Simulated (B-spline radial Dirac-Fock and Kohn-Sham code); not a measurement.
## Binding energies of I⁶⁺ at several levels of theory

System: iodine as I⁶⁺ in the configuration [Kr] 4d10 5s1.

The density-functional columns are spherical, spin-unpolarised Dirac-Kohn-Sham results without Breit or QED terms: −ε is minus the orbital energy of the initial state and ΔSCF the difference of two total energies. The reference in the last column comes from relaxed Dirac-Fock hole states (ΔSCF) with Breit and QED corrections and a finite nucleus. All numbers are from a radial atomic solver, in eV; a selection of levels is shown. For the 1s level of heavy atoms much of the gap between ΔSCF and the reference is the Breit and QED part, -116.1 eV here; for other levels the error of the functional can be larger.

```
     level   LDA −ε  LDA ΔSCF   PBE −ε  PBE ΔSCF  Dirac-Fock
    K (1s)  32998.7   33363.6  33035.2   33401.2     33257.6
   L1 (2s)   5162.1    5230.3   5166.5    5234.5      5283.1
L2 (2p1/2)   4850.8    4935.1   4852.4    4936.6      4941.5
L3 (2p3/2)   4552.5    4631.3   4553.6    4632.3      4646.6
   M1 (3s)   1101.8    1127.0   1103.0    1128.2      1163.0
M2 (3p1/2)    972.8     998.8    973.1     999.1      1021.8
M3 (3p3/2)    916.6     941.8    916.8     941.9       965.1
M4 (3d3/2)    688.3     716.1    687.9     715.6       718.9
M5 (3d5/2)    676.5     704.0    676.1     703.5       707.4
N2 (4p1/2)    209.4     221.9    209.4     221.9       230.4
N3 (4p3/2)    198.2     210.5    198.3     210.6       219.3
N4 (4d3/2)    125.1     136.4    124.9     136.2       135.1
N5 (4d5/2)    123.3     134.5    123.1     134.3       133.3
   O1 (5s)    82.27     88.67    81.69     88.23       85.90
```

Question: Order the estimates of the K (1s) level by their distance from the Dirac-Fock value, nearest first.
A. LDA ΔSCF
B. PBE −ε
C. PBE ΔSCF
D. LDA −ε

Answer: A (106.0 eV), C (143.6 eV), B (222.4 eV), D (258.9 eV).

For the outermost level NIST gives 87.61 ± 0.06 eV (semi-empirical); the differences from it are LDA −ε -5.34, LDA ΔSCF +1.06, PBE −ε -5.92, PBE ΔSCF +0.62, Dirac-Fock -1.71 eV.

Values without a named source are computed, but for edge energies of neutral atoms, which are taken from tables.
